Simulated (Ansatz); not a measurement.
`CCB(F)F` + HI → `FB(F)I` + ethane at 500 K and 1 bar (ligand exchange at a B–C bond).

Program: Ansatz. Geometries: PBE0-D4/def2-TZVP. ΔE: electronic, gas phase. CCSD(T)/CBS is the MP2 limit (def2-TZVPP, def2-QZVPP) plus CCSD(T) − MP2 in def2-TZVPP, frozen cores. This one scheme is used for every species. Elements past krypton have def2 core potentials. For I outer-core shells are correlated without core-valence functions, which leaves a few kJ/mol of doubt a bond. Each species was taken in one conformer, which may not be the lowest.

```
  species  CCSD(T)/CBS energy (Eh)  H − E (kJ/mol)  S (J/(mol·K))
`CCB(F)F`               -303.63268           236.8          378.9
       HI               -298.03592            28.6          221.6
 `FB(F)I`               -521.96394            52.1          328.7
     `CC`                -79.71954           220.5          259.9
```

H − E and S are ideal-gas, rigid-rotor, harmonic terms from PBE0-D4/def2-TZVP, for one conformer and one mirror image of each species. 1 Eh = 2625.50 kJ/mol, R = 8.31446 J/(mol·K).

Task: By hand: ΔE, ΔH, ΔS and ΔG.

Result: ΔE = (-521.96394) + (-79.71954) − (-303.63268) − (-298.03592) = -0.01488 Eh = -39.1 kJ/mol. Δ(H − E) = 52.1 + 220.5 − 236.8 − 28.6 = 7.2, so ΔH = -31.9 kJ/mol. ΔS = 328.7 + 259.9 − 378.9 − 221.6 = -11.9 J/(mol·K). ΔG = -31.9 − 500 × (-11.9)/1000 = -25.9 kJ/mol.

Task: By hand: the equilibrium constant, and the temperature at which ΔG would vanish if ΔH and ΔS stayed fixed.

Result: log₁₀ K = −ΔG/(RT ln 10) = 2.7. ΔG = 0 at ΔH/ΔS = 2681 K, far beyond where these terms or the molecules hold.

The number of gas molecules stays the same, so ΔS is small and ΔH decides. A doubt of 5 kJ/mol in ΔE shifts log₁₀ K by 0.5 here. Other conformers and mirror images would add mixing entropy, several J/(mol·K) or more a flexible species. Modes under 60 cm⁻¹, often nearly free rotors, make the harmonic entropy too high. These are equilibria of isolated gas molecules and say nothing of rates. Largest T1 diagnostic: 0.011 (customary marks: 0.02 for closed shells, 0.045 for open ones).
